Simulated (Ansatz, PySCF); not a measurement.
Gas-phase reaction in SMILES: [C-]#[N+]CC → [C-]#[N+][CH]C + H atom (the C-H bond at the site shown breaks; other sites are not compared here)
Each molecule is optimised on its own at B3LYP-D3(BJ)/def2-TZVP (Ansatz, a first-principles code).

Quantity: bond dissociation energy (enthalpy at 298 K, with B3LYP-D3(BJ) rigid-rotor harmonic-oscillator terms from PySCF), in kcal/mol. Cores are frozen in the correlated levels unless marked. Open shells are spin-unrestricted. No spin-orbit coupling. Non-relativistic. Basis-set limits of correlation are two-point, X^-3; Hartree-Fock from the larger set. [CCSD(T)-MP2]/basis is that difference in the basis named.

```json
[
 {"level": "HF/STO-3G", "program": "Ansatz", "bond dissociation energy (kcal/mol)": "94.6", "minus last row": "0.4"},
 {"level": "HF/6-31G*", "program": "Ansatz", "bond dissociation energy (kcal/mol)": "69.1", "minus last row": "-25.1"},
 {"level": "HF/aug-cc-pVDZ", "program": "Ansatz", "bond dissociation energy (kcal/mol)": "68.8", "minus last row": "-25.4"},
 {"level": "BLYP/def2-TZVPD", "program": "Ansatz", "bond dissociation energy (kcal/mol)": "85.3", "minus last row": "-8.9"},
 {"level": "r2SCAN-D4/def2-TZVPD", "program": "Ansatz + dftd4", "bond dissociation energy (kcal/mol)": "84.6", "minus last row": "-9.6"},
 {"level": "PBE0/def2-TZVP", "program": "Ansatz", "bond dissociation energy (kcal/mol)": "86.5", "minus last row": "-7.7"},
 {"level": "TPSSh-D3(BJ)/def2-TZVPD", "program": "PySCF + dftd3", "bond dissociation energy (kcal/mol)": "88.8", "minus last row": "-5.4"},
 {"level": "TPSSh-D4/def2-TZVPD", "program": "PySCF + dftd4", "bond dissociation energy (kcal/mol)": "88.8", "minus last row": "-5.4"},
 {"level": "r2SCANh/def2-TZVPD", "program": "Ansatz", "bond dissociation energy (kcal/mol)": "84.9", "minus last row": "-9.3"},
 {"level": "r2SCAN0/def2-TZVPD", "program": "Ansatz", "bond dissociation energy (kcal/mol)": "85.5", "minus last row": "-8.7"},
 {"level": "HSE06-D3(BJ)/def2-TZVPD", "program": "Ansatz + dftd3", "bond dissociation energy (kcal/mol)": "86.8", "minus last row": "-7.4"},
 {"level": "CAM-B3LYP-D4/def2-TZVPD", "program": "Ansatz + dftd4", "bond dissociation energy (kcal/mol)": "89.9", "minus last row": "-4.3"},
 {"level": "LC-wPBE/def2-TZVPD", "program": "Ansatz", "bond dissociation energy (kcal/mol)": "88.3", "minus last row": "-5.9"},
 {"level": "B2PLYP/def2-TZVPD", "program": "Ansatz", "bond dissociation energy (kcal/mol)": "89.8", "minus last row": "-4.4"},
 {"level": "MP2/cc-pVTZ", "program": "Ansatz", "bond dissociation energy (kcal/mol)": "95.5", "minus last row": "1.3"},
 {"level": "SCS-MP2/6-31G", "program": "Ansatz", "bond dissociation energy (kcal/mol)": "87.1", "minus last row": "-7.1"},
 {"level": "SCS-MP2/aug-cc-pVDZ", "program": "Ansatz", "bond dissociation energy (kcal/mol)": "95.3", "minus last row": "1.1"},
 {"level": "CCSD/6-31G*", "program": "Ansatz", "bond dissociation energy (kcal/mol)": "85.1", "minus last row": "-9.1"},
 {"level": "CCSD/aug-cc-pVDZ", "program": "Ansatz", "bond dissociation energy (kcal/mol)": "90.0", "minus last row": "-4.2"},
 {"level": "CCSD(T)/cc-pVDZ", "program": "Ansatz", "bond dissociation energy (kcal/mol)": "89.4", "minus last row": "-4.8"},
 {"level": "RI-MP2/CBS(aug-cc-pVTZ,aug-cc-pVQZ)+[CCSD(T)-MP2]/aug-cc-pVTZ", "program": "Ansatz", "bond dissociation energy (kcal/mol)": "94.2", "minus last row": "0.0"}
]
```
